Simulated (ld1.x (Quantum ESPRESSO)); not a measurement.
# What the settings do to the ultrasoft potential of helium

Base potential:

He (Z = 2), ultrasoft, made with ld1.x (Quantum ESPRESSO) 7.5 (PBE, scalar-relativistic). Core none, reference 1s2. Waves: 1s (bound): rcut 0.35, rcutus 0.45 bohr; 1s channel at -0.85 Ry: rcut 0.35, rcutus 0.45 bohr; 2p channel at -0.15 Ry: rcut 0.30, rcutus 0.40 bohr; 2p channel at 1.7 Ry: rcut 0.30, rcutus 0.40 bohr. Local part: all-electron potential smoothed inside 0.40 bohr (lloc = -1). Core correction: none. Augmentation charge: built from norm-conserving waves at rcut, not smoothed further.

All-electron outer shells of the reference configuration (PBE, scalar-relativistic, ld1.x):

```tsv
shell	level (eV)	outermost node (bohr)	outermost maximum (bohr)
1s	-15.76	–	0.56
```

Cutoffs, loose and tight: the cutoffs (Ry, on a coarse ladder) from which the occupation-weighted sum of valence levels, in a spherical-Bessel basis at the reference potential, stays within 10 and 1 mRy of its value at 400 Ry. They do not see the model core or the augmentation charge, which bear on the density cutoff. Test errors are all-electron minus pseudo excitation energies from the reference, over the configurations 1s1; 1s1.5. A dash means not determined; rows that change the core or the reference have their own tests.

Cutoffs are not given where the Bessel-basis levels miss the radial ones by over 6 mRy, ghosts where they miss by over 20 mRy; a channel whose overlap is not positive is not tested.

```csv
change,outcome,bound ghosts,largest test error (meV)
base,generated,not determined,+1.1
local potential all-electron potential smoothed inside 0.18 bohr (lloc = -1),generated,not determined,+1.5
local potential all-electron potential smoothed inside 0.26 bohr (lloc = -1),generated,not determined,+1.0
local potential all-electron potential smoothed inside 0.30 bohr (lloc = -1),generated,not determined,+1.0
local potential all-electron potential smoothed inside 0.36 bohr (lloc = -1),generated,not determined,+1.1
local potential all-electron potential smoothed inside 0.42 bohr (lloc = -1),generated,not determined,+1.1
local potential all-electron potential smoothed inside 0.50 bohr (lloc = -1),generated,not determined,+1.1
```
